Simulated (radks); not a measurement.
Values are calculated unless marked as measured or tabulated.
Question: The table gives one normalised radial function P(r) = r R(r) of Cd+ in [Kr] 4d10 5s1 (r in bohr). Level of theory: scalar-relativistic Kohn-Sham, PBEsol, spin-polarised, spherical densities, point nucleus; open shells are filled with parallel spins first (spin-orbit coupling, left out, can overturn this in heavy ions) (a radial shooting solver on a logarithmic mesh with Libxc functionals).

| r | P |
|---|---|
| 0.001856 | 0.0257 |
| 0.002836 | 0.0363 |
| 0.004369 | 0.0501 |
| 0.00673 | 0.0660 |
| 0.01028 | 0.0800 |
| 0.01584 | 0.0839 |
| 0.0244 | 0.0629 |
| 0.03728 | 0.0041 |
| 0.05743 | -0.0859 |
| 0.08846 | -0.1388 |
| 0.1352 | -0.0513 |
| 0.2082 | 0.1529 |
| 0.3207 | 0.1697 |
| 0.4901 | -0.1514 |
| 0.7549 | -0.3103 |
| 1.163 | 0.1218 |
| 1.777 | 0.6185 |
| 2.737 | 0.6424 |
| 4.216 | 0.2970 |
| 6.442 | 0.0572 |

Which n and l does it have? It may be an empty orbital.

Answer: n = 5, l = 0: the number of nodes gives n - l - 1 = 4, the rise at small r (about r^(l+1), flatter next to the nucleus through relativity) gives l, and the extent must fit the shell. The curve is that of 5s up; the table hardly tells the two spins apart. 5s up: eigenvalue -13.539 eV, 4 radial nodes at r = 0.0381, 0.152, 0.413, 1.06 bohr, <r> = 2.62 bohr, 90 % of the charge inside 3.88 bohr.
